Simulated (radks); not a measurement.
Question: The mean radii <r> (bohr) of the occupied orbitals of an atom or ion are listed with their occupations. All-electron calculation, Dirac Kohn-Sham, BLYP, spin-unpolarised, spherical densities, finite nucleus; Fermi nuclear charge, rms radius of each element as measured or else 0.836 A^(1/3) + 0.57 fm. Program: a radial shooting solver on a logarithmic mesh with Libxc functionals.

| orbital | occ. | <r> |
|---|---|---|
| 1s1/2 | 2 | 0.01932 |
| 2s1/2 | 2 | 0.08124 |
| 2p1/2 | 2 | 0.06740 |
| 2p3/2 | 4 | 0.07501 |
| 3s1/2 | 2 | 0.2122 |
| 3p1/2 | 2 | 0.2020 |
| 3p3/2 | 4 | 0.2162 |
| 3d3/2 | 4 | 0.1898 |
| 3d5/2 | 6 | 0.1942 |
| 4s1/2 | 2 | 0.4779 |
| 4p1/2 | 2 | 0.4850 |
| 4p3/2 | 4 | 0.5177 |
| 4d3/2 | 4 | 0.5410 |
| 4d5/2 | 6 | 0.5526 |
| 5s1/2 | 2 | 1.169 |
| 5p1/2 | 2 | 1.306 |
| 5p3/2 | 4 | 1.414 |
| 4f5/2 | 6 | 0.7121 |
| 4f7/2 | 8 | 0.7271 |
| 6s1/2 | 1 | 3.054 |

Name the element and its charge. Open shells, if any, fill j = l - 1/2 first.

Answer: Z = 71, lutetium, charge +2: Lu2+ in [Xe] 4f14 6s1. The 1s radius gives Z: for a bare nucleus <r> = (2 gamma + 1)/(2Z) with gamma = sqrt(1 - (Z/c)^2), 0.01909 bohr for Z = 71, and screening makes it slightly larger (0.01932 here). The occupations add up to 69, and the charge is Z minus that.
